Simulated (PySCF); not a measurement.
Species: C3H9GeN.
Bonds: C1–N2 (double), N2–C3, C3–C4, C4–Ge5. Hydrogens: H6, H7 on C1; H8, H9 on C3; H10, H11 on C4; H12, H13, H14 on Ge5.

Computed, not measured: PBE0-D3(BJ)/def2-SVP geometry optimisation, gas phase (PySCF).

(1) What internal coordinates does the optimisation give?

Results:

(1) 
```tsv
bond	length (bohr)	order
C1=N2	2.383	double
N2–C3	2.722	single
C3–C4	2.879	single
C4–Ge5	3.720	single
C1–H6	2.096	single
C1–H7	2.078	single
C3–H8, C3–H9	2.093	single
C4–H10, C4–H11	2.082	single
Ge5–H12, Ge5–H13	2.907	single
Ge5–H14	2.921	single
```

Bonds in one row agree within 0.02 bohr and their mean is given. Orders are formal, as drawn. A selection of angles:
```tsv
angle	degrees
N2–C1–H6	123.2
N2–C1–H7	119.7
H6–C1–H7	117.1
C1–N2–C3	119.3
N2–C3–C4	110.4
N2–C3–H8	106.9
N2–C3–H9	112.4
C4–C3–H8	108.8
C4–C3–H9	111.0
H8–C3–H9	107.1
C3–C4–Ge5	112.7
C3–C4–H10	110.4
Ge5–C4–H10	107.7
Ge5–C4–H11	108.7
H10–C4–H11	107.0
C4–Ge5–H12	109.9
C4–Ge5–H13	112.2
C4–Ge5–H14	108.3
H12–Ge5–H13	109.8
H12–Ge5–H14	108.4
```

Dihedral angles: C1–N2–C3–C4 -124° (anticlinal); N2–C3–C4–Ge5 -47° (synclinal). The mirror-image conformer, all signs reversed, is as good.

Of the pairs four or more bonds apart, H6···H9 is among the closest relative to their van der Waals radii: 2.23 Å, 93 % of the sum of Bondi's values. The 2 C–N bonds span 1.261 Å (C1=N2, drawn double) to 1.440 Å (N2–C3, drawn single), a spread of 0.179 Å. Ge5 (germanium bonded to C and 3 H) is tetrahedral (angles from 108.2° to 112.2°).

Point group: C1 (no symmetry element, even within 0.4 Å). PBE0-D3(BJ)/def2-SVP frequencies: not computed here. The numbers are those of one conformer.

The run took 71 s wall on Arm Neoverse V1, one thread (shared host), and the process peaked at 0.52 GiB of memory. That covers the optimisation of the geometry.
